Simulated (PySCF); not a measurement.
Sn(H)(NH2)3 (H7N3Sn), SMILES [NH2][SnH]([NH2])[NH2].

Geometry optimised at PBE0-D3(BJ)/def2-SVP. The structure was generated by enumeration; whether it is a known compound was not checked. The def2 effective core potentials stand for the cores of Sn; spin–orbit coupling is left out. Other conformers were not sampled.

Two levels are set side by side: TDDFT-PBE/def2-SVPD (PySCF) and TDDFT-M06-2X/def2-SVPD (PySCF). Vertical, same geometry. The lowest singlet is HOMO→LUMO 95 % with PBE and HOMO→LUMO 68 % with the other functional; states are paired by order. Differences are taken from unrounded values.

```csv
quantity,TDDFT-M06-2X,TDDFT-PBE,TDDFT-PBE minus TDDFT-M06-2X
lowest singlet excitation (eV),6.15,4.93,-1.21
lowest triplet excitation (TDA) (eV),5.65,4.62,-1.03
first bright state (f over 0.05) (eV),6.18,5.20,-0.98
its oscillator strength,0.07,0.05,-0.02
```

Functionals without exact exchange tend to place singlet excitations lower, as here. Differences between two approximate levels are no errors against the true value.

Rough cost on one machine, each run with all the roots and properties that it gave: TDDFT-M06-2X against TDDFT-PBE about 10 times.
